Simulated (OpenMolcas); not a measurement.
**Levels of Ar⁺ by method**

```yaml
Program: OpenMolcas
Basis: ANO-RCC-VTZP [5s4p2d1f]
Scalar_Hamiltonian: DKH2, point nucleus
Active_space: 7 electrons in 4 orbitals (3s 3p)
State_averaging: 2S+1 = 2 odd, 3 roots; 2S+1 = 2 even, 1 root
Spin-orbit_coupling: RASSI with atomic mean-field integrals over the reference wave functions, term energies averaged over their components
```

Methods on the same reference wave functions:
A. CASSCF
B. SS-CASPT2, IPEA 0.25 Eh, imaginary shift 0.1 Eh (closed shells correlated: 2s 2p)

Energies in cm-1 above 3s2 3p5 2P* 3/2, the measured ground level; measured values from NIST Handbook of Basic Atomic Spectroscopic Data.

| Level | A | B | Measured |
| --- | --- | --- | --- |
| 3s2 3p5 2P* 3/2 | 0.0 | 0.0 | 0.0 |
| 3s2 3p5 2P* 1/2 | 1335 | 1335 | 1432 |
| 3s 3p6 2S 1/2 | 151052 | 127122 | 108722 |

Deviations, from unrounded energies. A percentage is the sum of absolute deviations over the sum of measured energies, with the sign that they share, or ± where signs differ.

| Against measurement | Levels | A | B |
| --- | --- | --- | --- |
| mean absolute deviation (cm-1) | 2 | 21000 | 9200 |
| fine structure of the ground term (%) | 1 | -6.7 | -6.7 |
| other configurations (%) | 1 | +38.9 | +16.9 |

B lies closest to measurement on these levels. The largest miss of B in the table is 3s 3p6 2S 1/2, by +18000 cm-1. The ranking rests on the paired levels alone, and a cruder setting can come out closer through cancelling errors.

The lowest spin-free term lies below A's lowest term by 0.210 hartree in B.

Over all roots computed the reference weight is 0.87 to 0.95 in B; the roots of lowest weight are the least certain, and an intruder state may touch them. Without dynamic correlation excited terms often stand tens of per cent too high (terms of higher spin than the ground term too low), and those without a measured partner can miss by more than the paired ones (holds for A). Measured partners are found by configuration, term and J. A level has none where our copy of the source lacks it or the pairing is in doubt (some pairs that miss far off the trend of their configuration count as doubtful), and it then counts in no deviation. Only configurations of the active space appear.

* marks odd parity.
